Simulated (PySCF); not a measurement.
## Structure revision by computed shifts

A compound C$_{5}$H$_{7}$BO$_{2}$ gives the data below (simulated from a calculation) and was assigned the structure `CC#CB1OCCO1`.

¹³C{¹H} NMR (computed): δ 98.2 (CH), 85.4 (C), 50.9 (CH), 7.9 (CH2, 2C).

¹H NMR (600 MHz, computed): δ 4.18 (m, 1H), 3.73 (br s, 1H), 2.37 (s, 1H), 0.62 (m, 2H), 0.56 (m, 2H).

Computed data (PySCF): GIAO PBE0/pcSseg-1 shieldings, PBE0-D3(BJ)/def2-SVP geometry, couplings computed with B3LYP/pcJ-1 (spin–dipole term only in couplings to heteroatoms). No solvent, non-relativistic, one averaged value for each set of equivalent atoms, a single conformation.

References, each an isolated molecule treated in the same way: TMS for ¹H (σref 31.27) and ¹³C (σref 184.41).

**Question.** Compare with the shifts computed for the proposed structure, pairing carbons in order of shift.

**Answer.** Atoms are numbered as in `[CH3:1][C:2]#[C:3][B:4]1[O:5][CH2:6][CH2:7][O:8]1` (H(Xn): hydrogen on atom n).

```json
{"atom": "C2", "computed for proposal": "106.0", "given list": "98.2", "difference": "+7.8"}
{"atom": "C3", "computed for proposal": "81.5", "given list": "85.4", "difference": "-3.9"}
{"atom": "C6", "computed for proposal": "67.9", "given list": "50.9", "difference": "+17.0"}
{"atom": "C7", "computed for proposal": "67.9", "given list": "7.9", "difference": "+60.0"}
{"atom": "C1", "computed for proposal": "5.5", "given list": "7.9", "difference": "-2.4"}
```

The rms difference is 28.2 ppm and the largest +60.0 ppm at C7 (sp3 CH2 bonded to O). The carbon types in order of shift don't match either: C, C, CH2, CH2, CH3 for the proposal against CH, C, CH, CH2, CH2 in the data. The proposal doesn't fit.

**Question.** Which isomer fits?

**Answer.** `C#CB(O)OC1CC1`.

- δC 98.2: terminal alkyne carbon; sp carbons lie upfield of alkene carbons because the cylindrical π system leaves one tensor component strongly shielded.
- δC 85.4: alkyne carbon; the triple bond shields along its axis, which puts it between sp3 and sp2 carbons.
- δC 50.9, 7.9: three-membered-ring carbon.
- δH 2.37: hydrogen on a terminal alkyne carbon; it lies on the axis of the triple bond, in its shielding cone.

The shifts were computed for this structure.

OH/NH shifts are gas-phase values; hydrogen bonding in solution moves them, usually downfield. A carbon bonded to boron is broadened by the quadrupolar boron nucleus and is often missing from a measured spectrum. Multiplet labels drop couplings under 1 Hz and merge nearly equal ones. Couplings among chemically equivalent protons are left out too, so labels in AA′BB′ or AA′XX′ sets are apparent multiplicities. Unscaled 3J(H,H) at this level run about 10 % above measured values. Shifts are as computed. Against solution values, carbons near 30 ppm lie about +2 ppm off and those near 130 ppm about +5 ppm. Of 1211 compounds with measured shifts, 218 miss one by over three times the rms of a fit or turn the order of signals round; such compounds aren't used in these exercises.
